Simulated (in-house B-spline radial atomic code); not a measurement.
Ionisation energies along the 34-electron series, configuration [Ar] 3d10 4s2 4p4, as differences of self-consistent energies. Dirac energy differences include first-order Breit, QED and recoil terms. NIST's values go from ground level to ground level; the uncertainty of those that are theory runs from under 0.1 % in few-electron ions to several per cent in heavy many-electron ones. Computed with a B-spline radial code for spherical atoms: Dirac-Hartree-Fock, average of the configuration, finite nuclei.

| ion | configuration after | ionisation energy (eV) | IE/(q+1)² (eV) | Breit and QED recoil part (eV) | tabulated value (eV) | computed minus tabulated (eV) |
| --- | --- | --- | --- | --- | --- | --- |
| Pd12+ | [Ar] 3d10 4s2 4p3 | 287.6 | 1.702 | -0.15446 | 286 | 1.6 |
| Ag13+ | [Ar] 3d10 4s2 4p3 | 323.0 | 1.648 | -0.17905 | 321 | 2.0 |
| Cd14+ | [Ar] 3d10 4s2 4p3 | 360.2 | 1.6008 | -0.20584 | 358 | 2.2 |
| In15+ | [Ar] 3d10 4s2 4p3 | 399.2 | 1.5592 | -0.23499 | 396 | 3.2 |
| Sn16+ | [Ar] 3d10 4s2 4p3 | 440.0 | 1.5224 | -0.26654 | 437 | 3.0 |
| Sb17+ | [Ar] 3d10 4s2 4p3 | 482.6 | 1.4894 | -0.30063 | 479 | 3.6 |
| Te18+ | [Ar] 3d10 4s2 4p3 | 527.0 | 1.4598 | -0.33728 | 522 | 5.0 |
| I19+ | [Ar] 3d10 4s2 4p3 | 573.2 | 1.4331 | -0.37674 | 569 | 4.2 |
| Xe20+ | [Ar] 3d10 4s2 4p3 | 621.3 | 1.4088 | -0.41896 | 616 | 5.3 |
| Cs21+ | [Ar] 3d10 4s2 4p3 | 671.2 | 1.3867 | -0.46413 | 666 | 5.2 |
| Ba22+ | [Ar] 3d10 4s2 4p3 | 722.8 | 1.3664 | -0.51229 | 717 | 5.8 |
| La23+ | [Ar] 3d10 4s2 4p3 | 776.4 | 1.3478 | -0.56363 | 770 | 6.4 |
| Ce24+ | [Ar] 3d10 4s2 4p3 | 831.7 | 1.3307 | -0.6182 | 824 | 7.7 |
| Pr25+ | [Ar] 3d10 4s2 4p3 | 888.9 | 1.3149 | -0.67614 | 880 | 8.9 |
| Nd26+ | [Ar] 3d10 4s2 4p3 | 947.9 | 1.3003 | -0.73754 | 939 | 8.9 |

Where a p, d or f electron is removed, the computed value is a mean over both j, so it misses the tabulated one by a part of the spin-orbit splitting; averaging over terms and missing correlation add to the gap, relatively most at low charge.
